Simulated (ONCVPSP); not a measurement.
## u(r) = r·R(r): atom against pseudo-atom (hafnium (Hf))

Columns: radius, all-electron u(r) and pseudo u(r) of the 5d shell (level -2.69 eV) of hafnium in the configuration [Kr] 4d10 4f14 5s2 5p6 5d2 6s2; PBE, scalar-relativistic, ONCV scheme, ONCVPSP 4.0.1.

```csv
r (bohr),all-electron,pseudo
0.125,0.1756,0.0018
0.250,-0.0765,0.0140
0.375,-0.2635,0.0444
0.500,-0.2195,0.0964
0.625,-0.0604,0.1684
0.750,0.1209,0.2544
0.875,0.2826,0.3461
1.000,0.4120,0.4344
1.125,0.5083,0.5118
1.250,0.5757,0.5733
1.375,0.6192,0.6172
1.500,0.6442,0.6439
1.625,0.6550,0.6561
1.750,0.6554,0.6569
1.875,0.6481,0.6494
2.000,0.6355,0.6363
2.125,0.6193,0.6196
2.250,0.6006,0.6007
2.375,0.5804,0.5804
2.500,0.5593,0.5593
2.625,0.5379,0.5379
2.750,0.5163,0.5163
2.875,0.4948,0.4948
3.000,0.4736,0.4736
3.125,0.4527,0.4527
3.250,0.4322,0.4322
```

Problem. How many radial nodes do the two functions have?

Solution. The all-electron 5d function has n − l − 1 = 2; the pseudo-wave has 0, since the states of the same l below it are removed with the core.

Problem. At about which radius was the pseudo-wave matched?

Solution. 2.50 bohr. The columns agree to 0.0005 from 2.12 bohr on; several derivatives are matched, so the curves merge somewhat inside the radius.

Problem. Is the pseudo-wave norm-conserving?

Solution. Yes: the ONCV scheme keeps the norm inside the radius equal to the all-electron one, which fixes the energy derivative of the logarithmic derivative at the level.
